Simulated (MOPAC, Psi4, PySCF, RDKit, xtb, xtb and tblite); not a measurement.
Two geometries of C3H8GeO2, SMILES COC(=O)[CH2][GeH3], singlet, relaxed at GFN2-xTB with one dihedral held; other torsions can differ between them too.

Structure A

```
14

C     -2.0736     0.7142     0.1285
O     -0.6988     0.3680     0.0292
C     -0.4307    -0.8996    -0.3047
O     -1.2824    -1.7266    -0.5166
C      1.0295    -1.1887    -0.3121
Ge     1.2490    -2.6278     1.0289
H     -2.5384     0.7026    -0.8594
H     -2.1068     1.7146     0.5522
H     -2.5964     0.0035     0.7716
H      1.6055    -0.2938    -0.0881
H      1.3177    -1.5727    -1.2894
H      2.6972    -3.0017     1.1136
H      0.4447    -3.8169     0.6459
H      0.8116    -2.1446     2.3737
```

Structure B

```
14

C     -2.1302     0.7248     0.0082
O     -0.7625     0.3516     0.0705
C     -0.4535    -0.8947    -0.3276
O     -1.2711    -1.6797    -0.7230
C      1.0200    -1.1195    -0.1980
Ge     1.8758     0.5125     0.5023
H     -2.5024     0.6197    -1.0129
H     -2.1804     1.7615     0.3296
H     -2.7240     0.0891     0.6681
H      1.4147    -1.4017    -1.1751
H      1.1833    -1.9790     0.4537
H      3.3508     0.2637     0.6219
H      1.3699     0.8639     1.8584
H      1.6906     1.6716    -0.4145
```

### Question
Which is lower in energy at the level Psi4 with wB97X-D/def2-TZVP // GFN2-xTB, and by how much?

### Answer
A is lower, by 9.36 kJ/mol (dihedral O2–C3–C5–Ge6: 120° in A, 0° in B).

E(B) − E(A) in kJ/mol at the other levels, on the same two geometries: GFN2-xTB (xtb and tblite) -7.52; PBE/def2-TZVP // GFN2-xTB (Psi4) 10.22; PBE-D3(BJ)/def2-TZVP // GFN2-xTB (Psi4) 9.53; UFF // GFN2-xTB (RDKit) 37.20; PM3, restricted, heats of formation // GFN2-xTB (MOPAC) -9.83; PM6, restricted, heats of formation // GFN2-xTB (MOPAC) 10.12; GFN1-xTB // GFN2-xTB (xtb) 12.81; restricted B3LYP/6-31G*, spherical d, density fitting // GFN2-xTB (PySCF) 9.93; restricted LDA (SVWN5)/6-31G*, spherical d, density fitting // GFN2-xTB (PySCF) 4.94; restricted BP86/6-31G*, spherical d, density fitting // GFN2-xTB (PySCF) 8.83.
